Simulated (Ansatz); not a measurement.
Reaction (substitution at a C–B bond): `CB(C)C=O` + `[OH][Sn][F]` → `C[O][Sn][F]` + `CBC=O`

Calculated with Ansatz (gas phase, PBE0-D4/def2-TZVP geometries, no zero-point term in ΔE). CCSD(T)/CBS adds triple-zeta CCSD(T) − MP2 to the extrapolated MP2 energy (def2 sets, frozen cores). DFT in def2-TZVPP. B3LYP here is the variant with VWN-RPA as its local correlation; programs differ in this. HSE06 is defined as in plane-wave codes. Elements past krypton have def2 core potentials. For Sn outer-core shells are correlated without core-valence functions, which leaves a few kJ/mol of doubt a bond. One conformer a species, not always the lowest.

`CB(C)C=O`:

Z-matrix (Å, degrees):
```
C
B 1 1.559
H 1 1.093 2 112.5
H 1 1.100 2 107.3 3 -115.5
H 1 1.092 2 114.2 3 126.0
C 2 1.559 1 124.2 3 -139.6
C 2 1.584 1 118.2 3 37.9
H 6 1.093 2 114.5 1 -146.6
H 6 1.092 2 114.1 1 -18.7
H 6 1.101 2 105.1 1 98.1
O 7 1.213 2 120.4 1 -86.1
H 7 1.121 2 120.8 1 95.1
```

`[OH][Sn][F]`:

```xyz
4

O    -0.614    0.704    0.145
Sn    0.914   -0.530    0.289
F     0.352   -1.583   -1.233
H    -0.652    1.409    0.798
```

`C[O][Sn][F]`:

Cartesian coordinates in Å:
```
C 0.549 -0.356 -0.557
O -0.111 -0.844 0.587
Sn -1.351 0.105 1.769
F -1.296 1.805 0.813
H 0.293 0.685 -0.777
H 1.632 -0.425 -0.413
H 0.284 -0.972 -1.423
```

`CBC=O`:

Z-matrix (Å, degrees):
```
C
B 1 1.550
H 1 1.103 2 105.1
H 1 1.091 2 114.7 3 117.0
H 1 1.092 2 113.6 3 -115.0
C 2 1.573 1 121.7 3 -98.2
H 2 1.199 1 121.5 3 82.8
O 6 1.214 2 116.5 1 -86.3
H 6 1.117 2 124.0 1 94.7
```

```tsv
level	ΔE (kJ/mol)	difference from CCSD(T)/CBS
LDA (SPW92)	101.4	0.0
revPBE-D4	97.6	-3.8
BLYP-D4	89.7	-11.7
r2SCAN-D4	101.3	-0.1
B97M-V	101.3	-0.1
PBE0-D4	101.2	-0.2
B3LYP-D4	92.9	-8.5
r2SCANh-D4	102.2	0.8
r2SCAN0-D4	103.2	1.8
HSE06-D4	101.1	-0.3
BHLYP-D4	93.0	-8.4
ωB97X-V	95.3	-6.1
ωB97M-V	100.6	-0.8
B2PLYP	95.4	-6.0
PBE-QIDH	102.7	1.3
PBE	97.6	-3.8
BLYP	88.7	-12.7
r2SCAN	100.9	-0.5
PBE0	100.6	-0.8
B3LYP	92.2	-9.2
r2SCANh	101.8	0.4
r2SCAN0	102.8	1.4
HSE06	100.6	-0.8
BHLYP	93.1	-8.3
CAM-B3LYP	93.5	-7.9
LC-ωPBE	101.4	0.0
RPA@PBE/def2-TZVPP	90.1	-11.3
HF/def2-SVP	72.1	-29.3
CCSD(T)/def2-SVP	80.4	-21.0
HF/def2-TZVPP	86.8	-14.6
MP2/def2-TZVPP	104.0	2.6
SCS-MP2/def2-TZVPP	96.4	-5.0
CCSD/def2-TZVPP	98.1	-3.3
CCSD(T)/def2-TZVPP	98.5	-2.9
HF/def2-QZVPP	87.4	-14.0
MP2/def2-QZVPP	105.8	4.4
SCS-MP2/def2-QZVPP	98.5	-2.9
HF/CBS(def2)	87.5	-13.9
MP2/CBS(def2)	106.9	5.5
CCSD/CBS(def2)	101.0	-0.4
CCSD(T)/CBS	101.4	0
```

(1) What do rigid-rotor, harmonic-oscillator terms from PBE0-D4/def2-TZVP frequencies (298.15 K, 1 bar) make of the CCSD(T)/CBS value? (Estimate.)

Largest T1 diagnostic among the species: 0.018.

Answers

(1) The calculation gave: ΔZPE = +0.5 kJ/mol, ΔH = +101.7 kJ/mol, ΔS = -3 J/(mol·K), ΔG = +102.7 kJ/mol.

At CCSD(T), def2-SVP lies −21.0 kJ/mol from the extrapolated value and def2-TZVPP −2.9 kJ/mol. In def2-TZVPP, CCSD(T) changes the Hartree–Fock value by +11.7 kJ/mol (the triples alone add +0.4 kJ/mol) and MP2 by +17.2 kJ/mol. From BLYP to BHLYP (50 % exact exchange), in def2-TZVPP and without D4, ΔE moves by +4.4 kJ/mol.
